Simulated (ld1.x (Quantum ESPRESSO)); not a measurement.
## u(r) = r·R(r): atom against pseudo-atom (Sc)

Columns: radius, all-electron u(r) and pseudo u(r) of the 4p shell (level -1.68 eV) of scandium in the configuration [Ne] 3s2 3p6 3d1 4s1.75 4p0.25; LDA (PZ), scalar-relativistic, PAW scheme, ld1.x (Quantum ESPRESSO) 7.5.

```
r (bohr)  all-electron   pseudo
   0.155        0.1074  -0.0258
   0.310        0.0556  -0.0925
   0.465       -0.0615  -0.1733
   0.620       -0.1503  -0.2373
   0.775       -0.1892  -0.2622
   0.930       -0.1849  -0.2425
   1.085       -0.1509  -0.1881
   1.240       -0.0993  -0.1169
   1.395       -0.0391  -0.0441
   1.550        0.0238   0.0233
   1.705        0.0856   0.0856
   1.860        0.1442   0.1442
   2.015        0.1981   0.1981
   2.170        0.2470   0.2470
   2.325        0.2906   0.2906
   2.480        0.3288   0.3288
   2.635        0.3621   0.3621
   2.790        0.3904   0.3904
   2.945        0.4142   0.4142
   3.100        0.4338   0.4338
   3.255        0.4495   0.4495
   3.410        0.4616   0.4616
   3.565        0.4704   0.4704
   3.720        0.4762   0.4762
   3.875        0.4794   0.4794
   4.030        0.4801   0.4801
```

Q: How many radial nodes do the two functions have?

A: The all-electron 4p function has n − l − 1 = 2; the pseudo-wave has 1, since 1 lower shell of the same l stays in the valence.

Q: At about which radius was the pseudo-wave matched?

A: 1.75 bohr, where the columns begin to agree (steps of 0.15 bohr).

Q: Is the pseudo-wave norm-conserving?

A: No, it belongs to a PAW set: the norm inside the radius is not constrained, and the difference is carried by the augmentation charge.
